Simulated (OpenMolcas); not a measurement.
# Mo4+: moving the ligands

Mo4+ with 6 ligands (fluoride) in octahedral coordination (Oh) at 1.96 Å. A charge of +0.333 e stands 2.8 Å behind each ligand. Ligand basis ANO-RCC-VDZP.
```
Mo    0.0000    0.0000    0.0000
F     1.9600    0.0000    0.0000
F     0.0000    1.9600    0.0000
F    -1.9600    0.0000    0.0000
F     0.0000   -1.9600    0.0000
F     0.0000    0.0000    1.9600
F     0.0000    0.0000   -1.9600
```

```yaml
Program: OpenMolcas 26.06
Method: CASSCF
Basis: ANO-RCC-VTZP [7s6p4d2f1g]
Scalar_Hamiltonian: DKH2, point nucleus
Active_space: 2 electrons in 5 orbitals (4d)
State_averaging: 2S+1 = 3 even, 10 roots; 2S+1 = 1 even, 15 roots
Spin-orbit_coupling: state interaction with AMFI integrals over the reference wave functions
```

Runs around this geometry, states (labels of O, the rotations of Oh). Energies in cm-1 above the lowest state or level, χT in cm3 K/mol; under a threefold ground state the first gap can be a small split of the lowest multiplet, not the spin-orbit step; 10Dq and B are least-squares fits to the states below 45000 cm-1, weighted by degeneracy, with a free offset, and given where the rms deviation is under 5 % of |10Dq| (or 100 cm-1) and under 700 cm-1.

```tsv
R (Å)	Ground state	First state of that spin	10Dq	B (rms of fit)	First gap with spin-orbit (degeneracies)	χT at 300 K	First state of another spin
1.87	3T1	3T2 35562	37312	728 (4)	22.6 (2, 3)	0.403	1T2 10485
1.96	3T1	3T2 28479	29828	745 (134)	29.9 (2, 3)	0.383	1T2 10693
2.09	3T1	3T2 21009	22267	742 (189)	43.2 (2, 3)	0.355	1T2 10970
```

Taking |10Dq| as R^-n, n = -ln(22267 / 37312) / ln(2.09 / 1.87) = 4.6 between the shortest and longest distance. The point-charge formula for a cubic d site gives n = 5.

An orbital triplet at a regular site is open to Jahn-Teller coupling, which can distort the site and quench the lowest spin-orbit gaps and is left out. Without dynamic correlation the repulsion within the d shell is too large (B by tens of per cent), so at a given field states of lower spin stand too high. With metal d orbitals alone the field can be off either way by tens of per cent. Ligand-to-metal charge-transfer states are missing. With no ligand orbital active B as a rule stays too high, so bands that hang on it stand too high and its fall with covalency is understated. The least metal-like active orbital is 77 % on the metal (Löwdin) and no ligand orbital is active, so the numbers are rough (holds for R = 1.87). The least metal-like active orbital is 79 % on the metal (Löwdin) and no ligand orbital is active, so the numbers are rough (holds for R = 1.96). The least metal-like active orbital is 81 % on the metal (Löwdin) and no ligand orbital is active, so the numbers are rough (holds for R = 2.09). No measured value stands beside these numbers; the geometry was imposed, not optimised, and the real ion may take another.
